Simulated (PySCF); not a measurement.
The dipole of `C#CCS[SiH](N)N` from its density and from atomic charges.

Coordinates (GFN2-xTB, Å) and charges (e) from the PBE0/pcSseg-1 density (PySCF):

```
atom       x       y       z  Mulliken      IAO  Hirshfeld  ESP-fitted
  C1   3.120   0.719   0.124   -0.3261  -0.2349    -0.1096     -0.4891
  C2   2.398  -0.207  -0.110   +0.1863  -0.0304    -0.0477     +0.0854
  C3   1.484  -1.271  -0.423   -0.3090  -0.3392    -0.0527     -0.2378
  S4   0.053  -0.679  -1.421   -0.2944  -0.1985    -0.0979     -0.3295
 Si5  -1.014   0.448   0.069   +0.9057  +1.0754    +0.3831     +1.1503
  N6  -2.041   1.492  -0.820   -0.6243  -0.8513    -0.3230     -1.2300
  N7  -1.838  -0.717   1.039   -0.6247  -0.8660    -0.3308     -1.2301
  H8   3.774   1.511   0.336   +0.0447  +0.2020    +0.0932     +0.3290
  H9   1.972  -2.024  -1.043   +0.1942  +0.1907    +0.0633     +0.2244
 H10   1.101  -1.737   0.486   +0.1761  +0.1661    +0.0542     +0.1228
 H11  -0.063   1.288   0.793   -0.1040  -0.1709    -0.0958     -0.1760
 H12  -2.787   1.970  -0.346   +0.1897  +0.2624    +0.1192     +0.4603
 H13  -2.317   1.241  -1.754   +0.2011  +0.2697    +0.1181     +0.4535
 H14  -1.423  -1.611   1.247   +0.1961  +0.2654    +0.1125     +0.4283
 H15  -2.422  -0.416   1.800   +0.1886  +0.2595    +0.1142     +0.4386
```

Form Σ q r in debye for every column and set it beside the full dipole.

The full density gives (-1.28, -0.33, 2.27) D, 2.63 D in size; dipole vectors point from the negative to the positive end.

```json
{"scheme": "Mulliken", "μx": "-2.49", "μy": "-1.41", "μz": "1.90", "size (D)": "3.44", "share of the full size (%)": "131", "angle to the full dipole (°)": "28"}
{"scheme": "IAO", "μx": "-0.53", "μy": "-0.18", "μz": "1.54", "size (D)": "1.64", "share of the full size (%)": "62", "angle to the full dipole (°)": "10"}
{"scheme": "Hirshfeld", "μx": "-0.77", "μy": "-0.29", "μz": "0.55", "size (D)": "0.99", "share of the full size (%)": "38", "angle to the full dipole (°)": "27"}
{"scheme": "ESP-fitted", "μx": "-1.26", "μy": "-0.39", "μz": "2.28", "size (D)": "2.63", "share of the full size (%)": "100", "angle to the full dipole (°)": "1"}
```

Which set comes closest?

Length of the difference vector: ESP-fitted 0.06 D, IAO 1.05 D, Mulliken 1.67 D, Hirshfeld 1.79 D. Closest: ESP-fitted. ESP charges are fitted to the potential around the molecule, whose slowest-falling term is the dipole's. 

What is left for the Hirshfeld atoms' own dipoles?

The Hirshfeld atoms' densities add up to the full density, so μ = Σ q r + Σ (atomic dipoles). The atomic dipoles sum to (-1.28, -0.33, 2.27) − (-0.77, -0.29, 0.55) = (-0.51, -0.04, 1.72) D, 1.79 D in size.

With the origin at the mean of the coordinates, (0.000, 0.001, -0.001) Å, which are the largest single terms, by size, of the Hirshfeld dipole along the direction of the full one?

N7 -3.00, H15 +1.53, H14 +1.07, Si5 +0.92, C1 +0.79 D; all 15 atoms together +0.89 D. The single terms depend on the origin, their sum doesn't.

Give the size of the full dipole in other units.

2.63 D = 1.033 au = 0.547 e·Å = 8.76 × 10⁻³⁰ C·m.

Isolated species at its GFN2-xTB geometry (one conformer only).

Shape of the structure used: `[CH:1]#[C:2][CH2:3][S:4][SiH:5]([NH2:6])[NH2:7]`: C2–C3–S4–Si5 -72°, C3–S4–Si5–N6 161°, H–N6–Si5–S4 166°, H–N6–Si5–S4 24°, H–N7–Si5–S4 36°, H–N7–Si5–S4 -179°.
